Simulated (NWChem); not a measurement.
Molecule: GaHSeCl$_{2}$; SMILES [SeH][Ga]([Cl])[Cl]

```xyz
5

Ga     0.0079    -0.4336     0.0000
Cl     1.8634    -1.5309     0.0000
Cl    -1.8214    -1.5811     0.0000
Se     0.0149     1.8948     0.0000
H     -1.4672     1.9214     0.0000
```
Atoms are numbered in this order, from 1.

All runs: NWChem. The geometry was optimised at B3LYP/6-31G* (spherical d). Level M06-L/def2-SVP: energy and gradient on several grids; changes count from the extra-fine grid, which is no exact limit either.

Task: Which is the coarsest grid (xcoarse; xfine; medium; fine; coarse) from which on the energy stays within 500 μHa and each gradient component within 500 μHa/bohr of xfine?

Result: medium.
| grid | size of the energy change (μHa) | largest change of a gradient component (μHa/bohr) |
|---|---|---|
| xcoarse | 3000 | 2000 |
| coarse | 20 | 1000 |
| medium | 20 | 200 |
| fine | < 10 | < 30 |
| xfine | < 10 | < 30 |
